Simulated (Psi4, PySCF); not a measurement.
Relaxed torsion scan: SMILES C=C[SiH2][Si](C)(C)C (C5H14Si2). Scanned: dihedral C1–C2–Si3–Si4; all other coordinates were relaxed at GFN2-xTB. Points at φ and −φ are mirror images. Heavy atoms are numbered in the order of the SMILES C=C[SiH2][Si](C)(C)C, hydrogens after them in the order of the atoms that carry them; the mirror image has the same energies with the sign of each dihedral reversed.

- RKS-LDA (SVWN5)/6-31G* = PySCF with restricted LDA (SVWN5)/6-31G*, spherical d, density fitting // GFN2-xTB
- PBE-D3(BJ)/def2-SVP // GFN2-xTB (Psi4)

Energies relative to the lowest point of each profile, in kJ/mol:

| φ / ° | RKS-LDA (SVWN5)/6-31G* |
|---|---|
| -165 | 7.86 |
| -150 | 4.81 |
| -75 | 2.52 |
| -60 | 4.54 |
| -45 | 3.86 |
| -15 | 0.81 |
| 0 | 0.27 |
| 15 | 0.81 |
| 30 | 2.30 |
| 75 | 2.52 |
| 105 | 0.00 |
| 165 | 7.86 |

Q: What does PBE-D3(BJ)/def2-SVP give at the same points?

A: -165: 7.78; -150: 4.98; -75: 2.17; -60: 4.45; -45: 4.26; -15: 1.75; 0: 1.28; 15: 1.75; 30: 3.02; 75: 2.17; 105: 0.00; 165: 7.78 (kJ/mol).
